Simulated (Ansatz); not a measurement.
`F[SiH]([SiH3])Cl` + H₂O → `O[SiH](F)[SiH3]` + HCl  (formal hydrolysis of the Si–Cl bond)

Computed with Ansatz on PBE0-D4/def2-TZVP structures; ΔE is electronic, products minus reactants. CCSD(T)/CBS adds triple-zeta CCSD(T) − MP2 to the extrapolated MP2 energy (def2 sets, frozen cores). This one scheme is used for every species. Functionals use def2-TZVPP. One conformer a species, not always the lowest.

```csv
species,PBE0 energy (Eh)
`F[SiH]([SiH3])Cl`,-1141.12665
H₂O,-76.38081
`O[SiH](F)[SiH3]`,-756.84159
HCl,-460.66547
```

**Question.** Work out ΔE.

**Answer.** ΔE = (-756.84159) + (-460.66547) − (-1141.12665) − (-76.38081) = 0.00040 Eh = +1.1 kJ/mol. CCSD(T)/CBS gives -1.0 kJ/mol.

Largest T1 diagnostic among the species: 0.013.

At CCSD(T), def2-SVP lies −6.1 kJ/mol from the extrapolated value and def2-TZVPP −6.0 kJ/mol. Leaving LDA and LC-ωPBE aside and taking each functional with its dispersion term where it has one, the values, not all of them listed here, spread over 14.4 kJ/mol, from CAM-B3LYP-D4 to revPBE-D4. LDA lies −6.2 kJ/mol from PBE without D4. In def2-TZVPP, CCSD(T) changes the Hartree–Fock value by +4.2 kJ/mol (the triples alone add +1.4 kJ/mol) and MP2 by +8.1 kJ/mol.
